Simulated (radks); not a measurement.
Hf4+, 68 electrons, occupied as [Xe] 4f14. All-electron calculation, scalar-relativistic Kohn-Sham, r2SCAN, spin-polarised, spherical densities, finite nucleus; meta-GGA in the generalised Kohn-Sham scheme; Fermi nuclear charge, rms radius 5.347 fm. Program: a radial shooting solver on a logarithmic mesh with Libxc functionals.

Radial electron density D(r) = 4 pi r^2 rho(r):

```
   r/bohr * D(r) (the largest magnitude, 132, reaches the edge; | marks zero)
 0.002188 |        *
 0.002527 |          *
 0.002919 |            *
 0.003371 |               *
 0.003893 |                  *
 0.004496 |                     *
 0.005192 |                         *
 0.005996 |                            *
 0.006925 |                                *
 0.007997 |                                   *
 0.009236 |                                     *
  0.01067 |                                       *
  0.01232 |                                        *
  0.01423 |                                        *
  0.01643 |                                       *
  0.01898 |                                     *
  0.02174 |                                    *
  0.02511 |                                   *
    0.029 |                                    *
  0.03349 |                                       *
  0.03867 |                                            *
  0.04466 |                                                 *
  0.05158 |                                                     *
  0.05957 |                                                      *
  0.06879 |                                                    *
  0.07945 |                                               *
  0.09176 |                                           *
    0.106 |                                         *
   0.1224 |                                           *
   0.1413 |                                               *
   0.1632 |                                                 *
   0.1885 |                                              *
    0.216 |                                       *
   0.2494 |                              *
    0.288 |                        *
   0.3327 |                        *
   0.3842 |                           *
   0.4437 |                             *
   0.5124 |                          *
   0.5918 |                     *
   0.6834 |               *
   0.7893 |          *
   0.9115 |       *
    1.053 |      *
    1.216 |    *
    1.404 |   *
    1.622 | *
    1.873 |*
    2.146 *
    2.478 *
    2.862 *
    3.305 *
    3.817 *
    4.408 *
```

D(r) has 4 maxima, at r = 0.0129, 0.0586, 0.163, 0.437 bohr, and minima at 0.0247, 0.106, 0.310 bohr, inside which lie 1.90, 11.09, 29.85 electrons.
